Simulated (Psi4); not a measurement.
A dimer, H3B ··· H3B (SMILES B and B); the first 4 atoms form monomer A.

```
8

B      0.0000     0.0000     0.0000
H     -0.8235    -0.8581     0.0045
H     -0.3314     1.1422     0.0017
H      1.1549    -0.2841    -0.0061
B     -0.8866    -0.9653    -1.7140
H     -0.0744    -0.0968    -1.6881
H     -2.0443    -0.6957    -1.7540
H     -0.5411    -2.1032    -1.6998
```

Q: What interaction energy does SAPT0/jun-cc-pVDZ, frozen core (Psi4) give, and which attractive term is the largest?

A: Total -9.72 kcal/mol: electrostatics -27.31, exchange 59.21, induction -30.98, dispersion -10.64. The most attractive term is induction.
